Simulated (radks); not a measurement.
Problem. The mean radii <r> (bohr) of the occupied orbitals of an atom or ion are listed with their occupations. Calculated with a radial shooting solver on a logarithmic mesh with Libxc functionals: scalar-relativistic Kohn-Sham, LB94 model potential, spin-polarised, spherical densities, finite nucleus; Fermi nuclear charge, rms radius of each element as measured or else 0.836 A^(1/3) + 0.57 fm.

orbital  occ.      <r>
1s down     1  0.05003
1s up       1  0.05008
2s up       1   0.2142
2s down     1   0.2153
2p up       3   0.1846

Name the element and its charge. Open shells, if any, are filled with parallel spins first.

Solution. Z = 30, zinc, charge +23: Zn23+ in [He] 2s2 2p3. The 1s radius gives Z: for a bare nucleus <r> = (2 gamma + 1)/(2Z) with gamma = sqrt(1 - (Z/c)^2), 0.04919 bohr for Z = 30, and screening makes it slightly larger (0.05003 here). The occupations add up to 7, and the charge is Z minus that.
